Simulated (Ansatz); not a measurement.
# Strength of the In–H bond: C2H7InO → C2H6InO + H

Species: C2H7InO `C[CH2][InH][OH]`, singlet; C2H6InO `C[CH2][In][OH]`, doublet; H atom, doublet. 

Shapes, held fixed at every level: PBE0-D4/def2-TZVP. Flexible molecules stand in one conformer, not always the lowest. Programs: Ansatz 0.2.0. The zero-point and thermal change to 298 K, harmonic and unscaled (PBE0-D4/def2-TZVP), is -13.6 kJ/mol.

Problem. Estimate ΔH(298 K) of this reaction.

Solution. The highest level, CCSD(T)/def2-TZVPP, gives ΔH(298 K) = +281.9 kJ/mol; the levels span +204.2 to +288.1. The column of differences is taken from that level and isn't an error. Hartree–Fock misses the correlation of the pair that is broken and comes out low. No measured value is set beside it here. Open shells run unrestricted unless RO is named. For atoms past krypton def2 sets carry core potentials with scalar relativity. Correlated rows may include outer-core shells of In, which these sets cover unevenly.

```json
{"level": "HF/def2-TZVPP", "kind": "Hartree–Fock", "ΔH(298 K) (kJ/mol)": "+204.2", "less CCSD(T)/def2-TZVPP": "-77.7"}
{"level": "r2SCAN-D4/def2-TZVPP", "kind": "meta-GGA", "ΔH(298 K) (kJ/mol)": "+262.5", "less CCSD(T)/def2-TZVPP": "-19.4"}
{"level": "B3LYP-D4/def2-TZVPP", "kind": "global hybrid", "ΔH(298 K) (kJ/mol)": "+264.0", "less CCSD(T)/def2-TZVPP": "-17.9"}
{"level": "wB97M-V/def2-TZVPP", "kind": "range-separated hybrid", "ΔH(298 K) (kJ/mol)": "+284.2", "less CCSD(T)/def2-TZVPP": "+2.3"}
{"level": "wB97X-V/def2-TZVPP", "kind": "range-separated hybrid", "ΔH(298 K) (kJ/mol)": "+288.1", "less CCSD(T)/def2-TZVPP": "+6.2"}
{"level": "MP2/def2-SVP", "kind": "perturbation theory", "ΔH(298 K) (kJ/mol)": "+263.6", "less CCSD(T)/def2-TZVPP": "-18.3"}
{"level": "MP2/def2-TZVPP", "kind": "perturbation theory", "ΔH(298 K) (kJ/mol)": "+273.3", "less CCSD(T)/def2-TZVPP": "-8.6"}
{"level": "CCSD(T)/def2-TZVPP", "kind": "coupled cluster or CI", "ΔH(298 K) (kJ/mol)": "+281.9", "less CCSD(T)/def2-TZVPP": "0.0"}
```
